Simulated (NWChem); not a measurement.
## Basis-set convergence for C₂H₄Si

SMILES: C#C[SiH3]
```xyz
7

Si     0.9534    -0.4826     0.0000
C     -0.6863     0.3475     0.0000
C     -1.7825     0.9022     0.0000
H      1.0850    -1.3421     1.2252
H      1.0850    -1.3421    -1.2252
H      2.0437     0.5511     0.0000
H     -2.7484     1.3910     0.0000
```
Charge 0, spin multiplicity 1.

Everything below was run with NWChem. The geometry was optimised at PBE/def2-SVP, a minimum by its harmonic frequencies.

Quantity: dipole moment at the level B3LYP.

B3LYP has NWChem's definition, with VWN1-RPA local correlation. The Pople sets run with spherical d functions. The structure started from a generated list of species.

| basis | functions | dipole moment (D) |
|---|---|---|
| STO-3G | 23 | 0.42 |
| 6-31G* | 54 | 0.50 |
| pcseg-1 | 66 | 0.34 |
| def2-SVP | 66 | 0.43 |
| 6-31+G* | 66 | 0.38 |
| def2-SVPD | 96 | 0.41 |
| aug-pcseg-1 | 109 | 0.37 |
| pcseg-2 | 150 | 0.39 |
| def2-TZVPP | 160 | 0.41 |
| aug-cc-pVTZ | 234 | 0.38 |

Smallest basis within 0.1 D of aug-cc-pVTZ, the largest set run: STO-3G, with 23 functions against 234 (also within reach: pcseg-1, def2-SVP, 6-31+G*, def2-SVPD, aug-pcseg-1, pcseg-2, def2-TZVPP). aug-cc-pVTZ isn't the basis-set limit itself, and a small set can land close by cancellation.
